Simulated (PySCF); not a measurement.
## [CrF6]3-: what the settings change

[CrF6]3-: Cr(III) (d3), charge -3. The structure is a PBE0-D3(BJ)/def2-SVP, IEF-PCM water geometry optimised for multiplicity 4; coordination octahedral, point group Oh, metal–donor distances 1.92 Å.

```
7

Cr    0.0000    0.0000    0.0000
F     0.0000    1.9169    0.0000
F     0.0000   -1.9169    0.0000
F     0.0000    0.0000    1.9169
F     0.0000    0.0000   -1.9169
F     1.9169    0.0000    0.0000
F    -1.9169    0.0000    0.0000
```

Method (PySCF 2.14, density fitting): CASSCF(3,5) with orbitals averaged over all microstates of the shell, strongly contracted NEVPT2 on the averaged canonical orbitals; basis x2c-TZVPall on the metal, x2c-SVPall elsewhere; spin-free X2C; IEF-PCM water; spin-orbit coupling by state interaction with the mean-field operator over all roots.

Base run: NEVPT2 ground state 4A2g, next 4T2g at 16780, then 2Eg at 17603 cm⁻¹, 10Dq(CASSCF) 14431, B(CASSCF) 1064, ζ 260 cm⁻¹, g 1.966 1.966 1.966, μeff(300 K) 3.84 μB.

(1) What happens with the basis x2c-TZVPall on all atoms?

(2) What happens with orbitals averaged over the highest spin alone?

No frequencies were computed for the optimised geometry. NEVPT2 lifts 4T2g from 14420 to 16780 cm⁻¹; on the d shell alone it tends to overshoot states that fill the eg-type orbitals. NEVPT2 on the d shell alone tends to put d–d bands too high for such charged or covalently bound ions.

Results:

(1) NEVPT2 ground state 4A2g, next 4T2g at 16435, then 2Eg at 17523 cm⁻¹, 10Dq(CASSCF) 14322, B(CASSCF) 1062, ζ 260 cm⁻¹, g 1.965 1.965 1.965, μeff(300 K) 3.84 μB. It took 20 s against 9.2 s on a shared host of the same kind.

(2) NEVPT2 ground state 4A2g, next 4T2g at 16575, then 2Eg at 17707 cm⁻¹, 10Dq(CASSCF) 14429, B(CASSCF) 1082, ζ 265 cm⁻¹, g 1.964 1.964 1.964, μeff(300 K) 3.83 μB.
